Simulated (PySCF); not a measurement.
Compound: 1-benzothiophene 1,1-dioxide, C8H6O2S.
Atom-mapped SMILES: `[O:1]=[S:2]1(=[O:3])[CH:4]=[CH:5][c:6]2[cH:7][cH:8][cH:9][cH:10][c:11]21` (hydrogens: H12 on C4; H13 on C5; H14 on C7; H15 on C8; H16 on C9; H17 on C10)

The same species was optimised twice, with GFN2-xTB and with PBE0-D3(BJ)/def2-SVP (PySCF), and the same property calculations (PySCF, gas phase) were run on both structures.

```json
{"coordinate": "O1=S2 (Å)", "GFN2-xTB": "1.437", "PBE0-D3(BJ)/def2-SVP": "1.457", "change": "+0.020"}
{"coordinate": "S2=O3 (Å)", "GFN2-xTB": "1.437", "PBE0-D3(BJ)/def2-SVP": "1.457", "change": "+0.020"}
{"coordinate": "S2–C4 (Å)", "GFN2-xTB": "1.804", "PBE0-D3(BJ)/def2-SVP": "1.784", "change": "-0.020"}
{"coordinate": "C4=C5 (Å)", "GFN2-xTB": "1.325", "PBE0-D3(BJ)/def2-SVP": "1.338", "change": "+0.013"}
{"coordinate": "C5–C6 (Å)", "GFN2-xTB": "1.460", "PBE0-D3(BJ)/def2-SVP": "1.472", "change": "+0.012"}
{"coordinate": "S2–C11 (Å)", "GFN2-xTB": "1.798", "PBE0-D3(BJ)/def2-SVP": "1.786", "change": "-0.012"}
{"coordinate": "C7–C8 (Å)", "GFN2-xTB": "1.387", "PBE0-D3(BJ)/def2-SVP": "1.398", "change": "+0.011"}
{"coordinate": "C8–C9 (Å)", "GFN2-xTB": "1.386", "PBE0-D3(BJ)/def2-SVP": "1.395", "change": "+0.009"}
{"coordinate": "C10–C11 (Å)", "GFN2-xTB": "1.372", "PBE0-D3(BJ)/def2-SVP": "1.381", "change": "+0.009"}
{"coordinate": "C9–C10 (Å)", "GFN2-xTB": "1.392", "PBE0-D3(BJ)/def2-SVP": "1.400", "change": "+0.008"}
{"coordinate": "C6–C11 (Å)", "GFN2-xTB": "1.392", "PBE0-D3(BJ)/def2-SVP": "1.399", "change": "+0.007"}
{"coordinate": "C6–C7 (Å)", "GFN2-xTB": "1.389", "PBE0-D3(BJ)/def2-SVP": "1.392", "change": "+0.003"}
{"coordinate": "S2–C11–C10 (°)", "GFN2-xTB": "129.8", "PBE0-D3(BJ)/def2-SVP": "127.2", "change": "-2.6"}
{"coordinate": "O1–S2–O3 (°)", "GFN2-xTB": "117.6", "PBE0-D3(BJ)/def2-SVP": "119.9", "change": "+2.3"}
{"coordinate": "C5–C6–C7 (°)", "GFN2-xTB": "126.6", "PBE0-D3(BJ)/def2-SVP": "128.5", "change": "+1.9"}
{"coordinate": "S2–C11–C6 (°)", "GFN2-xTB": "108.0", "PBE0-D3(BJ)/def2-SVP": "109.7", "change": "+1.7"}
{"coordinate": "C5–C6–C11 (°)", "GFN2-xTB": "114.2", "PBE0-D3(BJ)/def2-SVP": "112.6", "change": "-1.6"}
{"coordinate": "S2–C4–C5 (°)", "GFN2-xTB": "109.6", "PBE0-D3(BJ)/def2-SVP": "111.1", "change": "+1.5"}
{"coordinate": "C4–C5–C6 (°)", "GFN2-xTB": "115.6", "PBE0-D3(BJ)/def2-SVP": "114.6", "change": "-1.0"}
{"coordinate": "O1–S2–C11 (°)", "GFN2-xTB": "111.1", "PBE0-D3(BJ)/def2-SVP": "110.2", "change": "-0.9"}
```

Rotational constants: A = 2058, B = 865.3, C = 689.5 MHz (GFN2-xTB) against A = 2022, B = 866.0, C = 690.6 MHz (PBE0-D3(BJ)/def2-SVP). Point groups within 0.08 Å: Cs and Cs. Atoms that the bonding makes alike are paired by their places after alignment.

On the GFN2-xTB structure: HOMO (eV) -7.47 [PBE0/pcSseg-1]; LUMO (eV) -2.22 [PBE0/pcSseg-1]; dipole (D) 5.34 [PBE0/pcSseg-1]; GIAO shielding of O1/O3 (mean) (ppm) 144.2 [PBE0/pcSseg-1]; GIAO shielding of S2 (ppm) 173.2 [PBE0/pcSseg-1]; GIAO shielding of C4 (ppm) 43.4 [PBE0/pcSseg-1]; GIAO shielding of C5 (ppm) 49.9 [PBE0/pcSseg-1]; GIAO shielding of C6 (ppm) 49.4 [PBE0/pcSseg-1]; GIAO shielding of C7 (ppm) 55.5 [PBE0/pcSseg-1]; GIAO shielding of C8 (ppm) 49.0 [PBE0/pcSseg-1]; GIAO shielding of C9 (ppm) 50.8 [PBE0/pcSseg-1].

Task: What do these properties become on the PBE0-D3(BJ)/def2-SVP structure?

Result: 
| property | level | on GFN2-xTB | on PBE0-D3(BJ)/def2-SVP | change |
| --- | --- | --- | --- | --- |
| HOMO (eV) | PBE0/pcSseg-1 | -7.47 | -7.45 | +0.02 |
| LUMO (eV) | PBE0/pcSseg-1 | -2.22 | -2.29 | -0.07 |
| dipole (D) | PBE0/pcSseg-1 | 5.34 | 5.29 | -0.05 |
| energy, GFN2-xTB geometry as zero (kcal/mol) | PBE0/pcSseg-1 | 0.0 | -1.9 | -1.9 |
| GIAO shielding of O1/O3 (mean) (ppm) | PBE0/pcSseg-1 | 144.2 | 141.9 | -2.3 |
| GIAO shielding of S2 (ppm) | PBE0/pcSseg-1 | 173.2 | 169.2 | -4.0 |
| GIAO shielding of C4 (ppm) | PBE0/pcSseg-1 | 43.4 | 41.8 | -1.6 |
| GIAO shielding of C5 (ppm) | PBE0/pcSseg-1 | 49.9 | 48.5 | -1.4 |
| GIAO shielding of C6 (ppm) | PBE0/pcSseg-1 | 49.4 | 49.0 | -0.4 |
| GIAO shielding of C7 (ppm) | PBE0/pcSseg-1 | 55.5 | 54.6 | -0.9 |
| GIAO shielding of C8 (ppm) | PBE0/pcSseg-1 | 49.0 | 46.8 | -2.2 |
| GIAO shielding of C9 (ppm) | PBE0/pcSseg-1 | 50.8 | 48.1 | -2.7 |

The heavy atoms differ by 0.030 Å rms after alignment (one structure mirrored). Among bonds between heavy atoms O1=S2, S2=O3 and S2–C4 change most and about equally (-0.020 to +0.020 Å). Changes are differences of the printed values. Neither structure is proved a minimum here.
